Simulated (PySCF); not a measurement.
SMILES c1(C(O)=O)ccccc1 (GFN2-xTB optimised geometry):

```
15

O     -2.570    -1.416     0.004
C     -1.365    -1.353     0.001
O     -0.599    -2.457    -0.002
C     -0.588    -0.095     0.000
C     -1.283     1.113     0.000
C     -0.591     2.308    -0.001
C      0.795     2.305     0.000
C      1.490     1.105     0.000
C      0.805    -0.095     0.000
H     -1.166    -3.244    -0.002
H     -2.362     1.087     0.000
H     -1.130     3.244     0.000
H      1.336     3.240     0.000
H      2.570     1.108     0.000
H      1.337    -1.033     0.000
```

Calculation: B3LYP/def2-TZVP (PySCF).

Q: What are the frontier orbital energies and the dipole moment?

A: HOMO-2 -7.85 eV, HOMO-1 -7.50 eV, HOMO -7.43 eV, LUMO -1.67 eV, LUMO+1 -0.67 eV; dipole moment 2.11 D.

Meta-Löwdin charges at B3LYP/def2-TZVP: O1 -0.47, C2 0.52, O3 -0.47, C4 -0.05, C5 -0.09, C6 -0.11, C7 -0.10, C8 -0.12, C9 -0.10, H10 0.36, H11 0.14, H12 0.12, H13 0.12, H14 0.12, H15 0.13.
